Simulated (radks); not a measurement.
Task: These are the eigenvalues of the occupied orbitals of an atom or ion with whole-number occupations (Ry). Calculated with a radial shooting solver on a logarithmic mesh with Libxc functionals: Dirac Kohn-Sham, OLYP, spin-unpolarised, spherical densities, point nucleus.

| orbital | eigenvalue |
|---|---|
| 1s1/2 | -5758.125 |
| 2s1/2 | -1013.413 |
| 2p1/2 | -971.3185 |
| 2p3/2 | -844.2530 |
| 3s1/2 | -240.0901 |
| 3p1/2 | -221.2314 |
| 3p3/2 | -193.2865 |
| 3d3/2 | -161.9782 |
| 3d5/2 | -155.9479 |
| 4s1/2 | -53.63760 |
| 4p1/2 | -45.64126 |
| 4p3/2 | -38.97592 |
| 4d3/2 | -25.89922 |
| 4d5/2 | -24.65789 |
| 5s1/2 | -10.05486 |
| 4f5/2 | -7.92701 |
| 4f7/2 | -7.67139 |
| 5p1/2 | -7.49118 |
| 5p3/2 | -6.37022 |
| 5d3/2 | -2.91310 |
| 5d5/2 | -2.79077 |

Which element is it, and in what charge state? The configuration may be excited. Open shells, if any, fill j = l - 1/2 first.

Result: Z = 78, platinum, charge +3: Pt3+ in [Xe] 4f14 5d7. The list shows which subshells hold electrons but not how many an open one holds; the 1s level, -2879.1 hartree, gives Z - s = 75.9 by -(Z - s)^2/2, which with screening and relativity narrows Z to a few neighbours, and the depths of the outer levels then fix element, charge and occupations together.
